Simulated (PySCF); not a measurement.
# Fluorine: a sound run and one with changed settings

Sound run: F⁺ [He] 2s2 2p4, F²⁺ [He] 2s2 2p3. Calculation: PySCF 2.14, in x2c-TZVPall; the spin-free X2C one-electron Hamiltonian (Gaussian nucleus). In the sound run the correlated levels freeze 1s2. The sound run starts from symmetry-adapted Hartree-Fock orbitals and uses a fine grid where one is needed.

A second run was set up differently.

| species | method | sound run (hartree) | changed run (hartree) | converged |
| --- | --- | --- | --- | --- |
| F⁺ | MP2 | -99.06494 | -99.08332 | yes |
| F⁺ | CCSD(T) | -99.08260 | -99.10142 | yes |
| F²⁺ | MP2 | -97.79395 | -97.81190 | yes |
| F²⁺ | CCSD(T) | -97.80936 | -97.82778 | yes |

Ionisation energy of F⁺:

```
 method  sound run (eV)  changed run (eV)
    UHF          33.395            33.395
    MP2          34.586            34.597
SCS-MP2          34.679            34.683
   CCSD          34.626            34.636
CCSD(T)          34.647            34.658
```

(1) What was changed?
A. a valence shell is frozen
B. basis contracted for another Hamiltonian
C. all electrons correlated in a valence basis
D. minimal basis

Results:

(1) C. A valence basis has no tight correlating functions, so it recovers only part of the core correlation, and not evenly between atom and ion.
